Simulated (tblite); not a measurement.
Compound: C6H6NO (doublet state).
SMILES with atom numbers: `[CH3:1]/[CH:2]=[C:3]1[C:4]=[C:5]/1[NH:6][CH:7]=[O:8]` (hydrogens: H9, H10, H11 on C1; H12 on C2; H13 on N6; H14 on C7)

The geometry is computed with GFN2-xTB (gas phase). This method treats the open shell by occupation alone, without spin polarisation.

List the bond lengths, angles and torsions at this level.

```
                 bond  length (bohr)
                C1–C2          2.807
                C2=C3          2.544
                C3–C4          2.757
                C4=C5          2.611
                C5–N6          2.557
                N6–C7          2.585
                C7=O8          2.269
                C3–C5          2.658
C1–H9, C1–H10, C1–H11          2.059
               C2–H12          2.046
               N6–H13          1.915
               C7–H14          2.088
```

Bonds in one row agree within 0.02 bohr and their mean is given. A selection of angles:
```
    angle  degrees
 C2–C1–H9    109.7
C2–C1–H10    111.2
H9–C1–H10    109.5
H9–C1–H11    107.0
 C1–C2–C3    124.9
C1–C2–H12    117.1
C3–C2–H12    117.9
 C2–C3–C4    150.9
 C2–C3–C5    151.5
 C4–C3–C5     57.6
 C3–C4–C5     59.3
 C4–C5–N6    150.1
 C3–C5–C4     63.1
 C3–C5–N6    146.8
 C5–N6–C7    126.3
C5–N6–H13    115.4
C7–N6–H13    118.2
 N6–C7–O8    125.9
N6–C7–H14    110.9
O8–C7–H14    123.3
```

Torsions: C1–C2–C3–C4 -153° (antiperiplanar); C2–C3–C4–C5 179° (antiperiplanar); C3–C4–C5–N6 179° (antiperiplanar); C4–C5–N6–C7 169° (antiperiplanar); C5–N6–C7–O8 0° (synperiplanar); C2–C3–C5–C4 -179° (antiperiplanar). The mirror-image conformer, all signs reversed, is as good.

The 3-membered ring C3–C4–C5 has internal angles of 57.6° to 63.1°. C3 (carbon bonded to 3 C) has angles 151.5°, 150.9° and 57.6°, sum 360.0°, 0.01 Å off the plane of its three neighbours. C7 (carbon bonded to N, O and H) is planar (angles 125.9°, 123.3° and 110.9°, sum 360.0°, 0.00 Å off the plane of its three neighbours). Of the pairs four or more bonds apart, O8···H10 is among the closest relative to their van der Waals radii: 2.21 Å, 81 % of the sum of Bondi's values. C5 (carbon bonded to 2 C and N) has angles 150.1°, 146.8° and 63.1°, sum 360.0°, 0.01 Å off the plane of its three neighbours. The 5 C–C bonds span 1.346 Å (C2=C3, drawn double) to 1.486 Å (C1–C2, drawn single), a spread of 0.140 Å. N6 (nitrogen bonded to 2 C and H) is planar (angles 126.3°, 118.2° and 115.4°, sum 360.0°, 0.01 Å off the plane of its three neighbours).

Point group: C1 (no symmetry element, even within 0.4 Å). Its GFN2-xTB frequencies are all real (lowest 58 cm⁻¹).

Time: 0.75 s. Hardware: one thread of an Arm Neoverse V1, no GPU, shared host with 32 logical CPUs at a one-minute load of 16. That covers the optimisation of the geometry.
